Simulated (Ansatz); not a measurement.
bis(trichlorosilyl)methane (CH$_{2}$Cl$_{6}$Si$_{2}$), singlet, geometry from GFN2-xTB. Base run: Ansatz (an electronic-structure program) with HF/STO-3G.

Geometry (Å):
```xyz
11

Cl     3.2605    -0.5374    -1.1334
Si     1.6071     0.2365    -0.2684
Cl     2.0004     0.6653     1.6598
Cl     1.0709     1.9145    -1.2445
C      0.2225    -1.0787    -0.3695
Si    -1.5406    -0.5589     0.1579
Cl    -2.2925     0.7506    -1.1748
Cl    -1.5217     0.2706     1.9930
Cl    -2.6920    -2.2185     0.1894
H      0.5241    -1.9342     0.2366
H      0.1736    -1.4476    -1.3950
```
Charge 0, spin multiplicity 1.
All else is at Ansatz's defaults.
Base energy -3337.61292 Eh.

The base run was repeated with changes; each row names its change, and settings that it needs were set with it.

```csv
change,ΔE vs base (mEh)
base,0.000
fitting.mean_field = cc-pVTZ-JKFIT,-0.061
lower_state_search = off,0.000
"point_charge = charge:1.0 position_ang:-3.0224, -5.806, -1.1369",0.071
"point_charge = charge:-1.0 position_ang:5.304, -3.5297, -1.8202",-3.453
fitting.mean_field = def2-universal-JKFIT,___
lower_state_search = full,0.000
nuclear_model = gaussian,___
accuracy = high,-0.028
forces = on,0.000
"point_charge = charge:0.5 position_ang:2.8193, -6.065, 0.312",4.149
```

Task: Some entries are withheld; supply them.

Result: 
- fitting.mean_field = def2-universal-JKFIT, ΔE vs base (mEh): -2.066
- nuclear_model = gaussian, ΔE vs base (mEh): 1.912
